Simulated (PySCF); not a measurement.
Compound: CH6OSeSi.
Atom-mapped SMILES: `[CH3:1][O:2][SiH2:3][SeH:4]` (hydrogens: H5, H6, H7 on C1; H8, H9 on Si3; H10 on Se4)

Theory: PBE0-D3(BJ)/def2-SVP geometry optimisation, gas phase (PySCF).

**Question.** Give the optimised bond lengths and angles.

**Answer.** 
| bond | length (bohr) |
| --- | --- |
| C1–O2 | 2.648 |
| O2–Si3 | 3.138 |
| Si3–Se4 | 4.281 |
| C1–H5, C1–H6, C1–H7 | 2.086 |
| Si3–H8, Si3–H9 | 2.824 |
| Se4–H10 | 2.780 |

Bonds in one row agree within 0.02 bohr and their mean is given. A selection of angles:
| angle | degrees |
| --- | --- |
| O2–C1–H5 | 111.9 |
| O2–C1–H7 | 108.7 |
| H5–C1–H6 | 108.0 |
| C1–O2–Si3 | 124.4 |
| O2–Si3–Se4 | 109.8 |
| O2–Si3–H8 | 112.3 |
| O2–Si3–H9 | 108.5 |
| Se4–Si3–H8 | 104.9 |
| Se4–Si3–H9 | 111.3 |
| H8–Si3–H9 | 110.1 |
| Si3–Se4–H10 | 92.7 |

Torsions: C1–O2–Si3–Se4 166° (antiperiplanar); H10–Se4–Si3–O2 -67° (synclinal). The mirror-image conformer, all signs reversed, is as good.

O2 (silyl ether oxygen) is bent (angle 124.4°). Si3 (oxygen-bound silicon) is distorted tetrahedral (angles from 104.9° to 112.3°).

Point group: C1 (no symmetry element, even within 0.4 Å). No PBE0-D3(BJ)/def2-SVP frequencies stand behind this structure, so it isn't proved a minimum. One conformer, not necessarily the lowest (C1–O2–Si3–Se4 166°, O2–Si3–Se4–H -67°).
